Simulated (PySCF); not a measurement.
## [YbOCl]− at several levels of theory

Computed with PySCF 2.14.0 (density fitting, no spin-orbit coupling) at the geometry relaxed with PBE0:

```xyz
3
[YbOCl]− (singlet in the valence; each metal's 4f electrons, 14 of them, lie in its core potential, out of spins and levels)
Yb    0.2222    0.0000   -0.1925
O     2.1092    0.0000    0.5276
Cl   -2.2938    0.0000    0.8644
```

| level | basis | state | HOMO (eV) | gap (eV) | charge on Yb1 (e) | population of f-type functions on Yb1 (polarisation alone where 4f lies in the core) | dipole about the centre of mass (D) | largest force component (eV/Å) |
| --- | --- | --- | --- | --- | --- | --- | --- | --- |
| PBE0 | Yb lcecp-0-SVP with ECP60, O def2-SVP, Cl def2-SVP | singlet | – | – | 0.22 | 0.01 | 6.69 | 0.01 |
| B3LYP | the same | singlet | – | – | 0.15 | 0.01 | 6.42 | 0.32 |
| HF | the same | singlet | – | – | 0.56 | 0.02 | 8.35 | 0.39 |

In the lcecp rows the 4f levels are missing from HOMO and gap, and the state counts the valence alone.

Charges are Mulliken's, which hang on the basis. The relaxation used the grid (50, 194), these runs (75, 302) or, all-electron (x2c bases, spin-free X2C Hamiltonian), (99, 590).

Task: What does PBE0 with Yb lcecp-0-TZVP with ECP60, O def2-TZVP, Cl def2-TZVP give here?

Result: state singlet, charge on Yb1 (e) 0.67, population of f-type functions on Yb1 (polarisation alone where 4f lies in the core) 0.02, dipole about the centre of mass (D) 7.17, largest force component (eV/Å) 0.62. Time: 6.7 s on 2 threads of Intel(R) Xeon(R) Platinum 8488C (Sapphire Rapids), on a shared host, from free ions and atoms.

An lcecp potential fixes the number of 4f electrons, so in runs with it no electron can move into or out of that shell.

Small gap, closed shell not tested for a spin-broken solution: B3LYP.
